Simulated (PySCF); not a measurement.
# Spin–spin coupling constants

Geometry:
```csv
atom,x (Å),y (Å),z (Å)
C1,-1.759,-1.616,-0.188
O2,-1.040,-0.449,0.077
C3,-1.042,-0.076,1.430
Ge4,0.064,1.560,1.592
Ge5,1.205,1.711,-0.538
Ge6,1.930,-0.529,-1.115
H7,-1.675,-1.826,-1.263
H8,-1.356,-2.481,0.376
H9,-2.830,-1.504,0.071
H10,-2.072,0.117,1.790
H11,-0.619,-0.878,2.067
H12,1.064,1.393,2.755
H13,-0.824,2.783,1.899
H14,2.403,2.681,-0.450
H15,0.242,2.242,-1.617
H16,1.945,-1.417,0.146
H17,0.979,-1.157,-2.150
H18,3.358,-0.534,-1.706
```

Indirect spin–spin couplings were computed at B3LYP/pcJ-1 (pcSseg-1 on Ge) (without the spin–dipole term) (PySCF 2.14) on a PBE0-D3(BJ)/def2-SVP structure, for the isolated molecule, without vibrational or relativistic corrections. Couplings are averaged over pairs made equivalent by symmetry, fast rotation or ring inversion, so a value needn't be that of the named pair in this geometry, while other rotamers aren't included; one pair stands for each set, and the list holds those of at least 1.5 Hz over up to four bonds, among pairs with at least one C or H atom (others weren't computed).

Isotopes: 13C, 1H, 17O. Couplings to quadrupolar nuclei such as 17O and 33S are rarely resolved in practice.

```csv
pair,bonds,J (Hz)
"C1, O2",1,24.6
"C1, H7",1,146.3
"O2, C3",1,28.0
"C3, H10",1,147.1
"C1, C3",2,?
"O2, H7",2,-6.7
"O2, H10",2,?
"C3, H12",2,9.9
"H7, H8",2,-10.8
"H10, H11",2,-9.8
"H12, H13",2,11.3
"H14, H15",2,7.4
"H16, H17",2,?
"C1, H10",3,?
"O2, H12",3,-5.6
"C3, H7",3,?
"H10, H12",3,3.2
"H10, H13",3,3.9
"H12, H15",3,5.1
"H14, H16",3,?
"O2, H14",4,?
```

Q: Estimate the withheld couplings, with signs.

A: 
- 2J(C1,C3) = -3.8 Hz (angle at O2 114°)
- 2J(O2,H10) = -3.5 Hz (angle at C3 111°)
- 2J(H16,H17) = 7.9 Hz (mean over equivalent pairs that range from 4.8 to 9.9 Hz in this conformer)
- 3J(C1,H10) = 2.8 Hz (dihedral angle 61°)
- 3J(C3,H7) = 6.5 Hz (mean over equivalent pairs that range from 2.5 to 13.9 Hz in this conformer)
- 3J(H14,H16) = 3.2 Hz (mean over equivalent pairs that range from 0.1 to 9.2 Hz in this conformer)
- 4J(O2,H14) = -2.4 Hz (mean over equivalent pairs that range from -4.6 to -0.2 Hz in this conformer)

Relativistic effects of the heavier atoms present are left out.
